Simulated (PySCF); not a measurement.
Ar⁺ (argon, charge +1) across methods

[Ne] 3s2 3p4 3d1, one real determinant (an excited configuration). Calculation: PySCF 2.14, in dyall-acv3z; the non-relativistic Hamiltonian (point nucleus).

| method | E (hartree) | mean ε 3p α (eV) | mean ε 3p β (eV) | mean ε 3d α (eV) | Σ⟨r²⟩ (bohr²) | ⟨S²⟩ |
| --- | --- | --- | --- | --- | --- | --- |
| PBE | -526.1657 | -25.084 | -22.931 | -6.390 | 22.18 | 3.755 |
| LDA | -524.7450 | -25.136 | -22.902 | -6.295 | 22.27 | 3.752 |
| M06-2X | -526.3371 | -28.878 | -26.370 | -8.515 | 22.25 | 3.755 |
| PBE0 | -526.2041 | -27.174 | -24.709 | -7.607 | 22.08 | 3.756 |
| r2SCAN | -526.3283 | -25.831 | -23.347 | -6.572 | 22.09 | 3.759 |
| MN15 | -526.3923 | -27.858 | -25.712 | -7.890 | 22.03 | 3.753 |
| UHF | -525.69236 | -32.594 | -28.955 | -10.843 | 22.09 | 3.765 |
| revPBE | -526.2808 | -25.062 | -22.920 | -6.391 | 22.15 | 3.755 |

⟨L²⟩ = 8.02 against 12 for a pure F term, so this real determinant mixes terms. The outer electron is Rydberg-like, and this basis confines it to a smaller radius and binds it less than a complete one would.
